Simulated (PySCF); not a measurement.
## Ionisation energy of Co(2+) by level of theory

Co(2+) [Ar] 3d7 (4F) → Co(3+) [Ar] 3d6 (5D), as a difference of total energies. All numbers are calculated (PySCF 2.14, no relativity, point nucleus, in aug-cc-pVDZ). Correlated levels: valence: [Ar] frozen. The calculations carry no spin-orbit coupling.

```json
{"method": "UHF", "ionisation energy (eV)": "31.693"}
{"method": "M06-L", "ionisation energy (eV)": "33.774"}
{"method": "M06-2X", "ionisation energy (eV)": "33.609"}
{"method": "MP2 (valence)", "ionisation energy (eV)": "33.369"}
{"method": "SCS-MP2 (valence)", "ionisation energy (eV)": "33.375"}
```

Q: How much does correlation contribute at MP2 (valence)?

A: 33.369 − (31.693) = 1.676 eV, measured against UHF.

These non-relativistic numbers lack the scalar-relativistic shift.

The reference lies between the lowest fine-structure levels, while these numbers refer to the centres of the terms.

Errors of the correlated levels include the incompleteness of this basis and the frozen core.

For comparison: 33.5 ± 0.06 eV (semi-empirical (NIST evaluation); NIST Atomic Spectra Database, ionization energies).
